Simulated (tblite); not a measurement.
Input of a run (GFN2-xTB geometry optimisation, gas phase (tblite 0.8.0)), started from a force field or distance geometry:
```
{"job": {"kind": "relax", "xc": "GFN2-xTB", "basis": "xTB"}, "charge": 0, "multiplicity": 1}
N      3.941600     0.826700    -0.027500
C      2.851500     0.417900    -0.175500
C      1.525300    -0.127900    -0.323100
N      0.638100     0.022700     0.606500
Si    -1.028000    -0.626200     0.483200
C     -2.001500     0.652100    -0.475600
O     -2.524700     1.527000     0.154300
H      1.299700    -0.629000    -1.244200
H     -1.590100    -0.711400     1.827200
H     -1.066800    -1.894700    -0.252700
H     -2.039700     0.545300    -1.558700
```

Output (eV, eV/Å):
```
step      E/eV     max force
  0    -543.81631    3.296
  1    -543.75184    8.898
  2    -543.98156    1.516
  3    -544.01113    1.117
  4    -544.03752    0.420
  5    -544.05825    0.330
  6    -544.06787    0.331
  7    -544.07934    0.336
  8    -544.08654    0.460
  9    -544.09419    0.342
 10    -544.10203    0.316
 11    -544.10694    0.200
 12    -544.11079    0.179
 13    -544.11405    0.188
 14    -544.11804    0.203
 15    -544.12313    0.230
 16    -544.12841    0.181
 17    -544.13293    0.180
 18    -544.13710    0.177
 19    -544.14099    0.194
 20    -544.14448    0.190
 21    -544.14755    0.158
 22    -544.15023    0.137
 23    -544.15263    0.155
 24    -544.15447    0.143
 25    -544.15559    0.096
 26    -544.15655    0.100
 27    -544.15775    0.097
 28    -544.15914    0.122
 29    -544.16063    0.115
 30    -544.16218    0.107
 31    -544.16383    0.129
 32    -544.16561    0.135
 33    -544.16746    0.129
 34    -544.16887    0.092
 35    -544.16976    0.096
 36    -544.17052    0.136
 37    -544.17118    0.087
 38    -544.17164    0.136
 39    -544.17207    0.066
 40    -544.17256    0.133
 41    -544.17309    0.163
 42    -544.17377    0.137
 43    -544.17437    0.057
 44    -544.17472    0.037
 45    -544.17494    0.066
 46    -544.17518    0.080
 47    -544.17558    0.072
 48    -544.17618    0.056
 49    -544.17692    0.075
 50    -544.17771    0.103
 51    -544.17855    0.094
 52    -544.17943    0.075
 53    -544.18034    0.074
 54    -544.18126    0.117
 55    -544.18167    0.092
 56    -544.18266    0.094
 57    -544.18318    0.066
 58    -544.18368    0.049
 59    -544.18376    0.031
 60    -544.18393    0.079
 61    -544.18424    0.134
 62    -544.18452    0.147
 63    -544.18490    0.120
 64    -544.18518    0.064
 65    -544.18531    0.018
 66    -544.18535    0.016
 67    -544.18537    0.019
 68    -544.18541    0.024
 69    -544.18549    0.029
 70    -544.18561    0.035
 71    -544.18578    0.042
 72    -544.18598    0.039
 73    -544.18622    0.048
 74    -544.18638    0.098
 75    -544.18672    0.044
 76    -544.18735    0.056
 77    -544.18781    0.155
 78    -544.18794    0.236
 79    -544.18867    0.071
 80    -544.18927    0.099
 81    -544.19034    0.211
 82    -544.19150    0.170
 83    -544.19215    0.253
 84    -544.19231    0.063
 85    -544.19267    0.077
 86    -544.19288    0.155
 87    -544.19322    0.214
 88    -544.19383    0.244
 89    -544.19466    0.258
 90    -544.19615    0.167
 91    -544.18728    1.200
 92    -544.19762    0.107
 93    -544.19858    0.092
 94    -544.18298    1.488
 95    -544.19962    0.065
 96    -544.20042    0.051
 97    -544.18481    1.549
 98    -544.20130    0.046
 99    -544.20203    0.027
100    -544.18471    1.583
101    -544.20276    0.023
102    -544.20339    0.028
103    -544.18508    1.634
104    -544.20405    0.032
105    -544.20462    0.052
106    -544.18690    1.608
107    -544.20531    0.064
108    -544.20589    0.085
109    -544.18838    1.646
110    -544.20664    0.091
111    -544.20726    0.118
112    -544.19172    1.526
113    -544.20815    0.138
114    -544.20884    0.150
115    -544.19254    1.660
116    -544.20984    0.144
117    -544.21057    0.170
118    -544.19783    1.416
119    -544.21177    0.183
120    -544.21260    0.188
121    -544.19909    1.544
122    -544.21385    0.163
123    -544.21471    0.184
124    -544.20423    1.309
125    -544.21613    0.181
126    -544.21707    0.183
127    -544.20513    1.445
128    -544.21844    0.148
129    -544.21936    0.165
130    -544.20925    1.320
131    -544.22079    0.144
132    -544.22174    0.156
133    -544.21094    1.336
134    -544.22306    0.130
135    -544.22395    0.140
136    -544.21187    1.426
137    -544.22514    0.102
138    -544.22595    0.131
139    -544.21471    1.249
140    -544.22704    0.111
141    -544.22778    0.125
142    -544.21449    1.354
143    -544.22868    0.092
144    -544.22932    0.106
145    -544.21664    1.334
146    -544.23013    0.078
147    -544.23070    0.095
148    -544.21688    1.313
149    -544.23139    0.074
150    -544.23189    0.083
151    -544.22005    1.286
152    -544.23253    0.061
153    -544.23300    0.076
154    -544.22015    1.293
155    -544.23354    0.061
156    -544.23396    0.071
157    -544.22537    1.132
158    -544.23452    0.059
159    -544.23492    0.074
160    -544.22996    0.915
161    -544.23548    0.074
162    -544.23584    0.092
163    -544.22929    0.986
164    -544.23630    0.087
165    -544.23659    0.101
166    -544.23630    0.457
167    -544.23725    0.125
168    -544.23750    0.132
169    -544.23779    0.300
170    -544.23818    0.119
171    -544.23843    0.063
172    -544.23879    0.029
173    -544.23887    0.075
174    -544.23891    0.018
175    -544.23892    0.011
176    -544.23893    0.012
177    -544.23895    0.011
178    -544.23898    0.014
179    -544.23899    0.008
```

Q: Summarise the run.

A: The energy falls by 40.8 kJ/mol over 179 L-BFGS steps, the largest force on an atom goes from 3.30 to 0.008 eV/Å, and the atoms move by 0.820 Å rms after alignment. The bond that changes most is N4–Si5 (C=N nitrogen to SiH2 silicon), which shortens by 0.085 Å. Bonds longer at the end by more than 0.005 Å: 3 of 10; shorter: 5. Among the angles that change most is C3–N4–Si5, from 123.1° to 137.5°. Among the dihedrals that turn most is H9–Si5–C6–H11, from -153° to 74°. The energy rose by more than 1e-5 eV at steps 1, 91, 94, 97, 100, 103, 106 and 109 and later ones.

Q: What are the final bond lengths?

A: N1≡C2 1.146 Å, C2–C3 1.421 Å, C3=N4 1.258 Å, N4–Si5 1.707 Å, Si5–C6 1.926 Å, C6=O7 1.200 Å, C3–H8 1.097 Å, Si5–H9 1.459 Å, Si5–H10 1.462 Å, C6–H11 1.108 Å. Numbering counts from 1 in the input's order; the species is `N#C/C=N/[SiH2]C=O`.

Its GFN2-xTB frequencies are all real (lowest 42 cm⁻¹). The numbers are those of one conformer. 2 starts were optimised and ended at 0.00 and 1.17 kcal/mol (GFN2-xTB); the lowest of these is shown.

All values are computed, not measured.
